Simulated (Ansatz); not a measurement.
Geometry optimisation of CH$_{7}$GaO$_{2}$SSi (`C[O][Ga]([SH])[O][SiH3]`).

```yaml
crystal:
  periodic: [false, false, false]
  atoms:
    - {symbol: C, position_ang: [-0.436750, 1.843930, 1.061210]}
    - {symbol: O, position_ang: [-0.359510, 1.612610, -0.332700]}
    - {symbol: Ga, position_ang: [-0.022950, 0.180010, -1.319900]}
    - {symbol: S, position_ang: [-0.105780, 0.569920, -3.482070]}
    - {symbol: O, position_ang: [0.347600, -1.358520, -0.571290]}
    - {symbol: Si, position_ang: [0.549220, -2.404620, 0.665890]}
    - {symbol: H, position_ang: [0.246640, 2.658330, 1.314710]}
    - {symbol: H, position_ang: [-1.459190, 2.134230, 1.315270]}
    - {symbol: H, position_ang: [-0.164700, 0.956970, 1.640670]}
    - {symbol: H, position_ang: [-0.403490, 1.840010, -3.223650]}
    - {symbol: H, position_ang: [-0.773560, -2.678390, 1.237490]}
    - {symbol: H, position_ang: [1.425080, -1.784020, 1.668230]}
    - {symbol: H, position_ang: [1.157400, -3.570470, 0.026120]}
basis:
  gaussian: {orbitals: def2-TZVP}
hamiltonian: {xc: pbe0, dispersion: d4}
relax: {f_tol: 0.005, max_steps: 150}
```

```sh
$ ansatz run in.yaml --threads 2 --pin off --events-out ev --progress --plain --max-ram 22528MiB --backend cuda --devices 0, --max-vram 18GiB
```

Shortened log:

```
Functional definition: PBE0
mean field -76322.38971509 eV, -2804.7960888558 hartree, gradient 1.9e-5 eV, S^2 0.000000; 0 other end points of the search recorded, 0 dependent functions left out
relax step   1: F+E_penalty+E_count = -76322.66918735 eV  Δ(F+E_penalty+E_count) = +0.000e0 eV  max|allowed force component| = 8.871e-1 eV/Å  Δτ_max = 0.0000 Å  (30 SCF iters, accepted)
mean field -76322.48376308 eV, -2804.7995450556 hartree, gradient 1.9e-5 eV, S^2 0.000000; 0 other end points of the search recorded, 0 dependent functions left out
relax step   2: F+E_penalty+E_count = -76322.76407480 eV  Δ(F+E_penalty+E_count) = -9.489e-2 eV  max|allowed force component| = 3.448e-1 eV/Å  Δτ_max = 0.0790 Å  (32 SCF iters, accepted)
mean field -76322.49832163 eV, -2804.8000800723 hartree, gradient 1.9e-5 eV, S^2 0.000000; 0 other end points of the search recorded, 0 dependent functions left out
relax step   3: F+E_penalty+E_count = -76322.78110430 eV  Δ(F+E_penalty+E_count) = -1.703e-2 eV  max|allowed force component| = 2.741e-1 eV/Å  Δτ_max = 0.0762 Å  (31 SCF iters, accepted)
mean field -76322.50783970 eV, -2804.8004298549 hartree, gradient 1.9e-5 eV, S^2 0.000000; 0 other end points of the search recorded, 0 dependent functions left out
relax step   4: F+E_penalty+E_count = -76322.79197640 eV  Δ(F+E_penalty+E_count) = -1.087e-2 eV  max|allowed force component| = 2.520e-1 eV/Å  Δτ_max = 0.0760 Å  (32 SCF iters, accepted)
mean field -76322.51178003 eV, -2804.8005746595 hartree, gradient 1.7e-5 eV, S^2 0.000000; 0 other end points of the search recorded, 0 dependent functions left out
relax step   5: F+E_penalty+E_count = -76322.79820321 eV  Δ(F+E_penalty+E_count) = -6.227e-3 eV  max|allowed force component| = 1.339e-1 eV/Å  Δτ_max = 0.0932 Å  (32 SCF iters, accepted)
mean field -76322.51282084 eV, -2804.8006129085 hartree, gradient 1.7e-5 eV, S^2 0.000000; 0 other end points of the search recorded, 0 dependent functions left out
relax step   6: F+E_penalty+E_count = -76322.79984980 eV  Δ(F+E_penalty+E_count) = -1.647e-3 eV  max|allowed force component| = 1.084e-1 eV/Å  Δτ_max = 0.0192 Å  (34 SCF iters, accepted)
mean field -76322.51484617 eV, -2804.8006873380 hartree, gradient 2.1e-5 eV, S^2 0.000000; 0 other end points of the search recorded, 0 dependent functions left out
relax step   7: F+E_penalty+E_count = -76322.80345931 eV  Δ(F+E_penalty+E_count) = -3.610e-3 eV  max|allowed force component| = 5.363e-2 eV/Å  Δτ_max = 0.0731 Å  (32 SCF iters, accepted)
mean field -76322.51334736 eV, -2804.8006322577 hartree, gradient 1.9e-5 eV, S^2 0.000000; 0 other end points of the search recorded, 0 dependent functions left out
relax step   8: F+E_penalty+E_count = -76322.80407695 eV  Δ(F+E_penalty+E_count) = -6.176e-4 eV  max|allowed force component| = 1.325e-1 eV/Å  Δτ_max = 0.0896 Å  (32 SCF iters, accepted)
mean field -76322.51433192 eV, -2804.8006684400 hartree, gradient 1.7e-5 eV, S^2 0.000000; 0 other end points of the search recorded, 0 dependent functions left out
relax step   9: F+E_penalty+E_count = -76322.80468642 eV  Δ(F+E_penalty+E_count) = -6.095e-4 eV  max|allowed force component| = 6.789e-2 eV/Å  Δτ_max = 0.0248 Å  (34 SCF iters, accepted)
mean field -76322.51473457 eV, -2804.8006832370 hartree, gradient 1.7e-5 eV, S^2 0.000000; 0 other end points of the search recorded, 0 dependent functions left out
relax step  10: F+E_penalty+E_count = -76322.80482152 eV  Δ(F+E_penalty+E_count) = -1.351e-4 eV  max|allowed force component| = 2.746e-2 eV/Å  Δτ_max = 0.0176 Å  (34 SCF iters, accepted)
mean field -76322.51490100 eV, -2804.8006893531 hartree, gradient 1.7e-5 eV, S^2 0.000000; 0 other end points of the search recorded, 0 dependent functions left out
relax step  11: F+E_penalty+E_count = -76322.80533922 eV  Δ(F+E_penalty+E_count) = -5.177e-4 eV  max|allowed force component| = 5.025e-3 eV/Å  Δτ_max = 0.0356 Å  (33 SCF iters, accepted)
mean field -76322.51424105 eV, -2804.8006651005 hartree, gradient 1.9e-5 eV, S^2 0.000000; 0 other end points of the search recorded, 0 dependent functions left out
relax step  12: F+E_penalty+E_count = -76322.80564821 eV  Δ(F+E_penalty+E_count) = -3.090e-4 eV  max|allowed force component| = 6.236e-2 eV/Å  Δτ_max = 0.1100 Å  (31 SCF iters, accepted)
mean field -76322.51480698 eV, -2804.8006858980 hartree, gradient 1.7e-5 eV, S^2 0.000000; 0 other end points of the search recorded, 0 dependent functions left out
relax step  13: F+E_penalty+E_count = -76322.80596229 eV  Δ(F+E_penalty+E_count) = -3.141e-4 eV  max|allowed force component| = 3.148e-2 eV/Å  Δτ_max = 0.0113 Å  (34 SCF iters, accepted)
mean field -76322.51506668 eV, -2804.8006954417 hartree, gradient 1.7e-5 eV, S^2 0.000000; 0 other end points of the search recorded, 0 dependent functions left out
relax step  14: F+E_penalty+E_count = -76322.80622547 eV  Δ(F+E_penalty+E_count) = -2.632e-4 eV  max|allowed force component| = 4.945e-3 eV/Å  Δτ_max = 0.0196 Å  (34 SCF iters, accepted)
mean field -76322.51503727 eV, -2804.8006943607 hartree, gradient 1.7e-5 eV, S^2 0.000000; 0 other end points of the search recorded, 0 dependent functions left out
relax step  15: F+E_penalty+E_count = -76322.80641463 eV  Δ(F+E_penalty+E_count) = -1.892e-4 eV  max|allowed force component| = 1.438e-2 eV/Å  Δτ_max = 0.0508 Å  (33 SCF iters, accepted)
mean field -76322.51494943 eV, -2804.8006911329 hartree, gradient 1.7e-5 eV, S^2 0.000000; 0 other end points of the search recorded, 0 dependent functions left out
relax step  16: F+E_penalty+E_count = -76322.80645241 eV  Δ(F+E_penalty+E_count) = -3.778e-5 eV  max|allowed force component| = 2.084e-2 eV/Å  Δτ_max = 0.0559 Å  (32 SCF iters, accepted)
mean field -76322.51507279 eV, -2804.8006956661 hartree, gradient 1.7e-5 eV, S^2 0.000000; 0 other end points of the search recorded, 0 dependent functions left out
relax step  17: F+E_penalty+E_count = -76322.80650494 eV  Δ(F+E_penalty+E_count) = -5.253e-5 eV  max|allowed force component| = 1.221e-2 eV/Å  Δτ_max = 0.0116 Å  (34 SCF iters, accepted)
[...]
relax step  41: F+E_penalty+E_count = -76322.80759768 eV  Δ(F+E_penalty+E_count) = -1.735e-5 eV  max|allowed force component| = 5.853e-2 eV/Å  Δτ_max = 0.0488 Å  (32 SCF iters, accepted)
mean field -76322.51500112 eV, -2804.8006930324 hartree, gradient 1.7e-5 eV, S^2 0.000000; 0 other end points of the search recorded, 0 dependent functions left out
relax step  42: F+E_penalty+E_count = -76322.80771517 eV  Δ(F+E_penalty+E_count) = -1.175e-4 eV  max|allowed force component| = 2.460e-2 eV/Å  Δτ_max = 0.0058 Å  (35 SCF iters, accepted)
mean field -76322.51494219 eV, -2804.8006908669 hartree, gradient 1.7e-5 eV, S^2 0.000000; 0 other end points of the search recorded, 0 dependent functions left out
relax step  43: F+E_penalty+E_count = -76322.80777568 eV  Δ(F+E_penalty+E_count) = -6.050e-5 eV  max|allowed force component| = 1.941e-2 eV/Å  Δτ_max = 0.0122 Å  (34 SCF iters, accepted)
mean field -76322.51484636 eV, -2804.8006873451 hartree, gradient 1.7e-5 eV, S^2 0.000000; 0 other end points of the search recorded, 0 dependent functions left out
relax step  44: F+E_penalty+E_count = -76322.80784951 eV  Δ(F+E_penalty+E_count) = -7.383e-5 eV  max|allowed force component| = 1.723e-2 eV/Å  Δτ_max = 0.0273 Å  (33 SCF iters, accepted)
mean field -76322.51374677 eV, -2804.8006469358 hartree, gradient 2.0e-5 eV, S^2 0.000000; 0 other end points of the search recorded, 0 dependent functions left out
relax step  45: F+E_penalty+E_count = -76322.80729889 eV  Δ(F+E_penalty+E_count) = +5.506e-4 eV  max|allowed force component| = 1.179e-1 eV/Å  Δτ_max = 0.0910 Å  (31 SCF iters, rejected (line search))
mean field -76322.51239552 eV, -2804.8005972785 hartree, gradient 1.7e-5 eV, S^2 0.000000; 0 other end points of the search recorded, 0 dependent functions left out
relax step  46: F+E_penalty+E_count = -76322.80526895 eV  Δ(F+E_penalty+E_count) = +2.581e-3 eV  max|allowed force component| = 2.134e-1 eV/Å  Δτ_max = 0.0181 Å  (33 SCF iters, rejected (line search))
mean field -76322.51490065 eV, -2804.8006893401 hartree, gradient 1.7e-5 eV, S^2 0.000000; 0 other end points of the search recorded, 0 dependent functions left out
relax step  47: F+E_penalty+E_count = -76322.80789707 eV  Δ(F+E_penalty+E_count) = -4.756e-5 eV  max|allowed force component| = 4.330e-3 eV/Å  Δτ_max = 0.0091 Å  (34 SCF iters, accepted)
mean field -76322.51481819 eV, -2804.8006863097 hartree, gradient 1.7e-5 eV, S^2 0.000000; 0 other end points of the search recorded, 0 dependent functions left out
relax step  48: F+E_penalty+E_count = -76322.80797510 eV  Δ(F+E_penalty+E_count) = -7.803e-5 eV  max|allowed force component| = 1.416e-2 eV/Å  Δτ_max = 0.0348 Å  (33 SCF iters, accepted)
mean field -76322.51456649 eV, -2804.8006770599 hartree, gradient 1.7e-5 eV, S^2 0.000000; 0 other end points of the search recorded, 0 dependent functions left out
relax step  49: F+E_penalty+E_count = -76322.80792290 eV  Δ(F+E_penalty+E_count) = +5.220e-5 eV  max|allowed force component| = 5.255e-2 eV/Å  Δτ_max = 0.0469 Å  (32 SCF iters, rejected (line search))
mean field -76322.51475567 eV, -2804.8006840121 hartree, gradient 1.7e-5 eV, S^2 0.000000; 0 other end points of the search recorded, 0 dependent functions left out
relax step  50: F+E_penalty+E_count = -76322.80802733 eV  Δ(F+E_penalty+E_count) = -5.223e-5 eV  max|allowed force component| = 1.326e-2 eV/Å  Δτ_max = 0.0229 Å  (33 SCF iters, accepted)
mean field -76322.51453070 eV, -2804.8006757447 hartree, gradient 1.7e-5 eV, S^2 0.000000; 0 other end points of the search recorded, 0 dependent functions left out
relax step  51: F+E_penalty+E_count = -76322.80802589 eV  Δ(F+E_penalty+E_count) = +1.439e-6 eV  max|allowed force component| = 4.170e-2 eV/Å  Δτ_max = 0.0464 Å  (32 SCF iters, rejected (line search))
mean field -76322.51470384 eV, -2804.8006821075 hartree, gradient 1.7e-5 eV, S^2 0.000000; 0 other end points of the search recorded, 0 dependent functions left out
relax step  52: F+E_penalty+E_count = -76322.80807333 eV  Δ(F+E_penalty+E_count) = -4.601e-5 eV  max|allowed force component| = 8.297e-3 eV/Å  Δτ_max = 0.0225 Å  (33 SCF iters, accepted)
mean field -76322.51452372 eV, -2804.8006754884 hartree, gradient 1.7e-5 eV, S^2 0.000000; 0 other end points of the search recorded, 0 dependent functions left out
relax step  53: F+E_penalty+E_count = -76322.80808213 eV  Δ(F+E_penalty+E_count) = -8.793e-6 eV  max|allowed force component| = 2.527e-2 eV/Å  Δτ_max = 0.0372 Å  (33 SCF iters, accepted)
mean field -76322.51455022 eV, -2804.8006764621 hartree, gradient 1.7e-5 eV, S^2 0.000000; 0 other end points of the search recorded, 0 dependent functions left out
relax step  54: F+E_penalty+E_count = -76322.80811264 eV  Δ(F+E_penalty+E_count) = -3.051e-5 eV  max|allowed force component| = 2.218e-2 eV/Å  Δτ_max = 0.0090 Å  (34 SCF iters, accepted)
mean field -76322.51457661 eV, -2804.8006774321 hartree, gradient 1.5e-5 eV, S^2 0.000000; 0 other end points of the search recorded, 0 dependent functions left out
relax step  55: F+E_penalty+E_count = -76322.80813386 eV  Δ(F+E_penalty+E_count) = -2.123e-5 eV  max|allowed force component| = 1.260e-2 eV/Å  Δτ_max = 0.0033 Å  (25 SCF iters, accepted)
mean field -76322.51454958 eV, -2804.8006764388 hartree, gradient 1.7e-5 eV, S^2 0.000000; 0 other end points of the search recorded, 0 dependent functions left out
relax step  56: F+E_penalty+E_count = -76322.80815118 eV  Δ(F+E_penalty+E_count) = -1.732e-5 eV  max|allowed force component| = 5.665e-3 eV/Å  Δτ_max = 0.0076 Å  (34 SCF iters, accepted)
mean field -76322.51446663 eV, -2804.8006733904 hartree, gradient 1.7e-5 eV, S^2 0.000000; 0 other end points of the search recorded, 0 dependent functions left out
relax step  57: F+E_penalty+E_count = -76322.80817269 eV  Δ(F+E_penalty+E_count) = -2.151e-5 eV  max|allowed force component| = 2.851e-3 eV/Å  Δτ_max = 0.0199 Å  (33 SCF iters, accepted)
mean field -76322.51446663 eV, -2804.8006733904 hartree, gradient 5.0e-5 eV, S^2 0.000000; 1 other end points of the search recorded, 0 dependent functions left out
Total energy: -76322.80821094 eV, -2804.8114682945 hartree
Atom 0 at    -0.390005     1.562711     1.077587 Å, force    -0.000680    -0.001201     0.002536 eV/Å
Atom 1 at    -0.361453     1.670209    -0.326689 Å, force     0.000013     0.001731    -0.000407 eV/Å
Atom 2 at    -0.008446     0.303287    -1.399662 Å, force     0.001113    -0.001520    -0.001231 eV/Å
Atom 3 at    -0.028643     0.578034    -3.554328 Å, force    -0.000380     0.000772     0.002129 eV/Å
Atom 4 at     0.383369    -1.288836    -0.731247 Å, force    -0.000072    -0.001674    -0.000091 eV/Å
Atom 5 at     0.467974    -2.133967     0.659432 Å, force    -0.000661     0.000094     0.001045 eV/Å
Atom 6 at    -0.210015     2.554026     1.502874 Å, force    -0.000838    -0.002486    -0.000932 eV/Å
Atom 7 at    -1.366061     1.211788     1.431261 Å, force     0.002851     0.000934    -0.000182 eV/Å
Atom 8 at     0.377969     0.886299     1.472891 Å, force    -0.001769     0.001961    -0.000868 eV/Å
Atom 9 at    -0.354674     1.876359    -3.425611 Å, force    -0.000172     0.001389    -0.002042 eV/Å
Atom 10 at    -0.790591    -2.001298     1.446082 Å, force     0.000299     0.000160     0.000157 eV/Å
Atom 11 at     1.593601    -1.650925     1.507625 Å, force    -0.000004    -0.000171    -0.000213 eV/Å
Atom 12 at     0.686985    -3.567696     0.339765 Å, force     0.000301     0.000012     0.000097 eV/Å
Dipole moment:    -0.061942     0.183069     0.155305 e Å
```

Hardware: 2 threads of an AMD EPYC 7R13 on a shared host and a share of an NVIDIA H100 80 GB. Wall time 2.3 min, peak host memory 0.99 GiB.
